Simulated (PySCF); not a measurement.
Radial density of Eu (europium, neutral)

B3LYP, [Xe] 4f7 5d1 6s1, high-spin 10D determinant (an excited configuration). Computed with PySCF 2.14 in cc-pVDZ-X2C, with scalar relativity by spin-free X2C-1e.

| r (bohr) | 4πr²ρ (e/bohr) | 4πr²(ρα − ρβ) |
| --- | --- | --- |
| 0.0180 | 83.07 | 0.0036 |
| 0.0303 | 73.31 | 0.0064 |
| 0.0509 | 98.65 | 0.0170 |
| 0.0856 | 103.2 | 0.0261 |
| 0.144 | 85.67 | 0.2379 |
| 0.242 | 83.15 | 1.6120 |
| 0.407 | 40.37 | 5.7878 |
| 0.685 | 37.50 | 7.4513 |
| 1.15 | 12.36 | 3.8238 |
| 1.94 | 4.737 | 0.9248 |
| 3.26 | 0.8421 | 0.5830 |
| 5.48 | 0.2467 | 0.2436 |
| 9.22 | 0.008402 | 0.0083 |
| 15.5 | 1.321e-05 | 0.0000 |

Densities and radii are taken from the X2C orbitals without a picture-change correction, which distorts them close to the nucleus.

Spin-orbit coupling, absent here, splits the open shell strongly.
